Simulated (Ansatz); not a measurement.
`[GeH3]/[CH]=C1\CS1` + `O[SiH3]` → `[SiH3][O][GeH3]` + `C=C1CS1` at 600 K and 1 bar (ligand exchange at a Ge–C bond).

Calculated with Ansatz (gas phase, PBE0-D4/def2-TZVP geometries, no zero-point term in ΔE). CCSD(T)/CBS adds triple-zeta CCSD(T) − MP2 to the extrapolated MP2 energy (def2 sets, frozen cores). For Ge outer-core shells are correlated without core-valence functions, which leaves a few kJ/mol of doubt a bond. Scalar relativity is left out up to krypton.

```tsv
species	CCSD(T)/CBS energy (Eh)	H − E (kJ/mol)	S (J/(mol·K))
`[GeH3]/[CH]=C1\CS1`	-2591.58915	254.9	447.5
`O[SiH3]`	-366.69042	135.7	307.9
`[SiH3][O][GeH3]`	-2444.01593	192.8	424.7
`C=C1CS1`	-514.27785	197.3	344.0
```

H − E and S are ideal-gas, rigid-rotor, harmonic terms from PBE0-D4/def2-TZVP. 1 Eh = 2625.50 kJ/mol, R = 8.31446 J/(mol·K).

Question: By hand: ΔE, ΔH, ΔS and ΔG.

Answer: ΔE = (-2444.01593) + (-514.27785) − (-2591.58915) − (-366.69042) = -0.01421 Eh = -37.3 kJ/mol. Δ(H − E) = 192.8 + 197.3 − 254.9 − 135.7 = -0.5, so ΔH = -37.8 kJ/mol. ΔS = 424.7 + 344.0 − 447.5 − 307.9 = 13.3 J/(mol·K). ΔG = -37.8 − 600 × (13.3)/1000 = -45.8 kJ/mol.

Question: By hand: the equilibrium constant, and the temperature at which ΔG would vanish if ΔH and ΔS stayed fixed.

Answer: log₁₀ K = −ΔG/(RT ln 10) = 4.0. ΔH and −TΔS have one sign here, so there is no such temperature.

The number of gas molecules stays the same, so ΔS is small and ΔH decides. A doubt of 5 kJ/mol in ΔE shifts log₁₀ K by 0.4 here. Modes under 60 cm⁻¹, often nearly free rotors, make the harmonic entropy too high. These are equilibria of isolated gas molecules and say nothing of rates. Largest T1 diagnostic: 0.013 (customary marks: 0.02 for closed shells, 0.045 for open ones).
